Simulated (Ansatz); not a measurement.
`N[Si](N)([SiH3])Cl` + `OBCl` → `[SiH3]OBCl` + `N[SiH](N)Cl`  (cleavage of the Si–Si bond)

Isolated molecules relaxed with PBE0-D4/def2-TZVP in Ansatz; ΔE leaves out vibrations. CBS: MP2 limit from def2 TZ/QZ plus the TZ coupled-cluster correction, frozen cores. This one scheme is used for every species. DFT in def2-TZVPP. B3LYP here is the variant with VWN-RPA as its local correlation; programs differ in this. HSE06 is defined as in plane-wave codes. One conformer a species, not always the lowest.

`N[Si](N)([SiH3])Cl`:

Cartesian coordinates in Å:
```
N 1.072 -0.229 1.432
Si 0.106 -0.534 0.066
N 1.172 -0.899 -1.215
Si -1.378 1.261 -0.182
Cl -1.112 -2.222 0.169
H 1.822 -0.861 1.667
H 0.684 0.213 2.250
H 0.864 -1.460 -1.992
H 1.896 -0.248 -1.474
H -0.642 2.510 -0.526
H -2.137 1.503 1.077
H -2.347 0.967 -1.272
```

`OBCl`:

Cartesian coordinates in Å:
```
O 0.093 0.785 0.709
B -0.324 -0.260 -0.019
Cl 0.650 -0.885 -1.354
H 0.944 1.139 0.432
H -1.363 -0.779 0.232
```

`[SiH3]OBCl`:

```xyz
8

Si   -0.636   -0.745   -0.709
O     0.093   -0.315    0.729
B     0.785    0.762    1.106
Cl    1.076    2.090   -0.029
H     0.383   -0.827   -1.781
H    -1.243   -2.073   -0.469
H    -1.680    0.247   -1.057
H     1.224    0.862    2.209
```

`N[SiH](N)Cl`:

Z-matrix (Å, degrees):
```
Si
N 1 1.697
Cl 1 2.073 2 116.7
N 1 1.699 2 107.9 3 116.3
H 1 1.482 2 105.8 3 -115.6
H 2 1.007 1 120.2 3 82.6
H 2 1.008 1 120.5 3 -65.1
H 4 1.005 1 121.2 2 -154.5
H 4 1.006 1 120.9 2 52.5
```

```tsv
level	ΔE (kJ/mol)	difference from CCSD(T)/CBS
LDA (SPW92)	-64.9	26.1
BLYP-D4	-80.5	10.5
B3LYP-D4	-87.2	3.8
HSE06-D4	-70.4	20.6
ωB97X-V	-87.7	3.3
revPBE	-63.0	28.0
PBE0	-73.3	17.7
r2SCANh	-84.9	6.1
LC-ωPBE	-82.1	8.9
HF/def2-SVP	-106.6	-15.6
CCSD/def2-SVP	-86.2	4.8
SCS-MP2/def2-TZVPP	-102.8	-11.8
CCSD/def2-TZVPP	-95.0	-4.0
CCSD(T)/def2-TZVPP	-90.7	0.3
HF/def2-QZVPP	-121.9	-30.9
MP2/CBS(def2)	-97.9	-6.9
CCSD(T)/CBS	-91.0	0
```

Largest T1 diagnostic among the species: 0.012.

Leaving LDA and LC-ωPBE aside and taking each functional with its dispersion term where it has one, the values, not all of them listed here, spread over 37.9 kJ/mol, from BHLYP-D4 to PBE-D4. From PBE to PBE0 (25 % exact exchange), in def2-TZVPP and without D4, ΔE moves by −9.5 kJ/mol.
